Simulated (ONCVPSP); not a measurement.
**Which change was made? (Zn, ONCV)**

zinc (Zn), optimised norm-conserving Vanderbilt (ONCV), made with ONCVPSP 4.0.1 (LDA (Perdew-Wang 92), scalar-relativistic). Core [Ar], reference 3d10 4s2. Waves: 4s: rc 1.80 bohr, ncon 4, nbas 9, qcut 3.4 1/bohr, 2 projectors, debl 2.6 Ha; p scattering state at 0.1 Ha: rc 1.90 bohr, ncon 4, nbas 7, qcut 5.1 1/bohr, 2 projectors, debl 2.8 Ha; 3d: rc 1.50 bohr, ncon 3, nbas 8, qcut 9.5 1/bohr, 2 projectors, debl 3.3 Ha. Local part: polynomial inside 1.45 bohr (lpopt 5, dvloc0 0 Ha). Core correction: Teter function, fcfact 2.5, rcfact 1.1.

Cutoffs, loose and tight: the cutoffs (Ha) at which the residual kinetic energy of the hardest occupied pseudo-wave falls to 1 and 0.1 mHa per electron. They do not see the model core or the augmentation charge, which bear on the density cutoff. Test errors are all-electron minus pseudo excitation energies from the reference, over the configurations 3d10 4s1; 3d10 4s0; 3d9 4s0; 3d10 4s0 4p2; variants that change the core or the reference have their own tests.

The base gives: outcome: generated; cutoff, loose: 39 Ha; cutoff, tight: 43 Ha; bound ghosts: none; GHOST(+) flags above zero: s, p; largest test error (meV): +121.

**Question.** After one change the result is: outcome: generated; cutoff, loose: 39 Ha; cutoff, tight: 43 Ha; bound ghosts: p; GHOST(+) flags above zero: s; largest test error (meV): +121. Which change was it?
A. core correction Teter function, parameters optimised by the program
B. d: rc 1.98
C. p: debl 0.35

**Answer.** C. The others give: core correction Teter function, parameters optimised by the program → outcome: generated; cutoff, loose: 39 Ha; cutoff, tight: 43 Ha; bound ghosts: none; GHOST(+) flags above zero: s, p; largest test error (meV): -2.3 | d: rc 1.98 → outcome: generated; cutoff, loose: 32 Ha; cutoff, tight: 36 Ha; bound ghosts: none; GHOST(+) flags above zero: s, p; largest test error (meV): +226.
